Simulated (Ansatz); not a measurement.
Cartesian coordinates in Å:
```
C -1.204 -0.990 0.208
C -0.023 -0.694 -0.689
Cl -0.491 -1.108 -2.398
C 0.455 0.733 -0.600
Al 1.158 1.283 1.152
H -0.916 -0.852 1.256
H -2.035 -0.318 -0.018
H -1.548 -2.016 0.087
H 0.790 -1.389 -0.476
H 1.253 0.912 -1.332
H -0.354 1.418 -0.884
H 1.423 2.823 1.428
H 1.490 0.198 2.265
```

Charge 0, multiplicity 1.

Task: List the B3LYP/def2-TZVPP orbital energies in eV (Ansatz 0.2.0). (Estimate.)

Result: Computed: Occupied: -2761.90, -1524.48, -278.61, -276.98, -276.59, -256.62, -195.70, -195.48, -195.48, -112.48, -73.25, -73.01, -73.00, -23.41, -20.56, -19.02, -15.99, -13.11, -12.53, -11.75, -11.11, -10.47, -10.16, -10.05, -8.51, -8.32, -7.93, -7.53. Lowest empty: -1.83, 0.24, 0.42, 0.99, 1.43, 1.76, 2.09, 2.40.

B3LYP here is the variant with VWN-RPA as its local correlation; programs differ in this.
